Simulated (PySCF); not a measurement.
A mixed set of molecules. Computed, not measured: TDDFT B3LYP/def2-SVPD, vertical, gas phase, core orbitals frozen in the response (PySCF 2.14.0, density-fitted response routines). Geometries: GFN2-xTB; one conformer of each isolated species. Triplets are in the Tamm–Dancoff approximation. 'Strongest' means the level of largest summed f among the lowest 8 singlets; it needn't be the same kind of state in each. Ions are computed without counter-ions or solvent.

Task: Rank by computed lowest singlet excitation energy, highest first.
A. `C[C@@H]1COC1=S`
B. `O1CC[PH+](P)CC1`
C. `c1n(C=C)cc([SiH3])p1`
D. `C#CC1=PC=C(C)O1`

Result: B (5.57 eV), C (4.65 eV), D (4.27 eV), A (3.41 eV).

| SMILES | S1 (eV) | α (au) | f (S1) | T1 (eV) | HOMO (eV) | f (strongest) | S1 mainly |
| --- | --- | --- | --- | --- | --- | --- | --- |
| P[PH+]1CCOCC1 | 5.57 | 94.5 | 0.028 | 5.17 | -11.72 | 0.13 | H→L (99%) |
| C=Cn1cpc([SiH3])c1 | 4.65 | 124.0 | 0.209 | 3.15 | -6.37 | 0.57 | H→L (87%) |
| C#Cc1oc(C)cp1 | 4.27 | 102.7 | 0.280 | 2.56 | -6.18 | 0.28 | H→L (94%) |
| C[C@@H]1COC1=S | 3.41 | 73.1 | 0.000 | 3.04 | -6.48 | 0.15 | H→L (100%) |

H and L stand for HOMO and LUMO.

- `P[PH+]1CCOCC1`: Löwdin shares by element: HOMO oxygen 57%, carbon 22% or more (atoms not listed hold the other 21%); LUMO phosphorus 69%, carbon 7% or more, hydrogen 5% or more (atoms not listed hold the other 19%).
- `C=Cn1cpc([SiH3])c1`: Löwdin shares by element: HOMO phosphorus 32%, carbon 27% or more, nitrogen 13% (atoms not listed hold the other 27%); LUMO carbon 48% or more, phosphorus 22% (atoms not listed hold the other 30%).
- `C#Cc1oc(C)cp1`: Löwdin shares by element: HOMO carbon 51% or more, phosphorus 19% (atoms not listed hold the other 30%); LUMO carbon 32% or more, phosphorus 31%, oxygen 11% (atoms not listed hold the other 26%).
- `C[C@@H]1COC1=S`: S1 has the pattern of n→π* at C=S.
